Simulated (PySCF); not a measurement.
Relaxation of quintet Ru(OH)2

All numbers come from PySCF, UPBE, basis Ru def2-SVP with ECP28, O def2-SVP, H def2-SVP (scalar-relativistic core potentials, no spin–orbit coupling, density fitting). A (50,194) grid was used.

A hand-made bent (heavy-atom frame) start, with no symmetry imposed:

Coordinates in bohr (charge 0 multiplicity 5):
```
Ru    0.0000    0.0000   -0.5198
O     2.9102    0.0000    1.5179
O    -2.9102    0.0000    1.5179
H     3.8654   -1.3897    2.1869
H    -3.8654    1.3897    2.1869
```

Optimiser trace:
```csv
step,E − E(last) (kJ/mol),largest gradient (Eh/bohr)
0,95.26,0.01291
1,77.93,0.01433
2,59.18,0.02777
3,46.99,0.03112
4,33.85,0.02517
5,12.23,0.01131
6,6.64,0.00545
7,5.55,0.00857
8,4.21,0.01134
9,2.75,0.00418
10,2.41,0.00467
11,1.57,0.00568
12,0.96,0.00443
13,0.39,0.00140
14,0.27,0.00242
15,0.12,0.00169
16,0.02,0.00082
17,0.00,0.00056
18,0.00,0.00028
```

It ends at C2 with O–H 0.976 Å (×2), Ru–O 1.907 Å (×2); H–O–Ru 123.6° (×2), O–Ru–O 179.8° (after a last refinement on a finer grid). A frequency run shows a minimum. Other isomers or separated fragments may lie lower.

Other spin states or occupations of the open shell can lie lower.

The relaxation took about 90 core-seconds on a shared host.
